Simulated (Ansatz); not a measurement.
Computed with Ansatz on PBE0-D4/def2-TZVP structures; ΔE is electronic, products minus reactants. CCSD(T)/CBS adds triple-zeta CCSD(T) − MP2 to the extrapolated MP2 energy (def2 sets, frozen cores). This one scheme is used for every species. Each species was taken in one conformer, which may not be the lowest.

Reaction (ligand exchange at the Si–C bond): `OC[SiH2][SiH3]` + `O[SiH2]S` → `O[SiH2]S[SiH2][SiH3]` + CH₃OH

```json
{"species": "`OC[SiH2][SiH3]`", "SCS-MP2/def2-QZVPP energy (Eh)": "-696.06620"}
{"species": "`O[SiH2]S`", "SCS-MP2/def2-QZVPP energy (Eh)": "-764.41758"}
{"species": "`O[SiH2]S[SiH2][SiH3]`", "SCS-MP2/def2-QZVPP energy (Eh)": "-1344.95341"}
{"species": "CH₃OH", "SCS-MP2/def2-QZVPP energy (Eh)": "-115.56242"}
```

(1) Work out ΔE.

Largest T1 diagnostic among the species: 0.012.

## Answers

(1) ΔE = (-1344.95341) + (-115.56242) − (-696.06620) − (-764.41758) = -0.03205 Eh = -84.1 kJ/mol. CCSD(T)/CBS gives -82.5 kJ/mol.

The D4 term adds −9.7 kJ/mol with B3LYP and −5.5 kJ/mol with PBE0; it sums over pairs of atoms, weighted by their polarisabilities, and B3LYP, whose exchange is more repulsive, gets the larger term. From PBE to PBE0 (25 % exact exchange), in def2-TZVPP and without D4, ΔE moves by −5.0 kJ/mol.

B3LYP here is the variant with VWN-RPA as its local correlation; programs differ in this.
